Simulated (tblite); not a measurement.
C₉H₇ (doublet state).
SMILES: `C#CC([C]=CC)=C=C=C`

Method: GFN2-xTB as coded in tblite; computed harmonic values from a numerical Hessian at the method's own geometry, unscaled. This tight-binding method is rough: wavenumbers can miss measured ones by several per cent, in bad cases by 10 to 20. Open shells enter through the occupations alone, without spin polarisation, and single modes of such species can be off by tens of per cent.

Harmonic wavenumbers (cm⁻¹): 54.1, 79.2, 82.3, 128.9, 149.0, 171.1, 233.9, 253.3, 274.6, 294.2, 371.9, 435.1, 470.4, 493.3, 505.0, 619.2, 651.1, 663.1, 702.8, 758.0, 952.0, 963.1, 1020.2, 1050.1, 1081.6, 1188.2, 1331.7, 1364.0, 1389.1, 1475.8, 1480.2, 1499.4, 1973.0, 2147.4, 2261.3, 2979.5, 3003.1, 3015.2, 3049.4, 3097.6, 3118.9, 3395.3.

A = 1885, B = 992.4, C = 676.5 MHz; mass 115.055 u (most abundant isotopes); point group C1, symmetry number 1; spin multiplicity 2.

Task: Zero-point energy?

Result: Half the sum of the wavenumbers: 25113 cm⁻¹ = 300.42 kJ/mol.

Task: Give the ideal-gas entropy at 400 K and 1 bar in the rigid-rotor, harmonic-oscillator model (classical rotation).

Result: Translation 174.15, rotation 128.85, vibration 183.49, spin (R ln 2) 5.76: S = 492.3 J/(mol K).

Task: And Cp and H(400 K) − H(0)?

Result: Cp = 198.75 J/(mol K), of which vibrations give 165.49 (their classical limit is 42 R = 349.2); H(400 K) − H(0) = 50.57 kJ/mol without the zero-point energy, 37.27 from vibrations.

Task: Which modes carry the vibrational entropy at 400 K?

Result: 54.1 cm⁻¹: 21.94; 79.2 cm⁻¹: 18.78; 82.3 cm⁻¹: 18.47; 128.9 cm⁻¹: 14.78; 149.0 cm⁻¹: 13.60; 171.1 cm⁻¹: 12.48 J/(mol K); the other 36 give 83.45 together.

Task: What must be added to the electronic energy to get the Gibbs energy at 400 K and 1 bar?

Result: ZPE + [H(400 K) − H(0)] − T·S = 300.42 + 50.57 − 196.90 = 154.09 kJ/mol.

Hindered rotation and anharmonicity are outside this model. The structure is chiral; the term R ln 2 for an equal mix with its mirror image is left out.

Time: 0.44 s. Hardware: one thread, Arm Neoverse V2 (aarch64), on a shared host. The figure is for the frequency step alone.
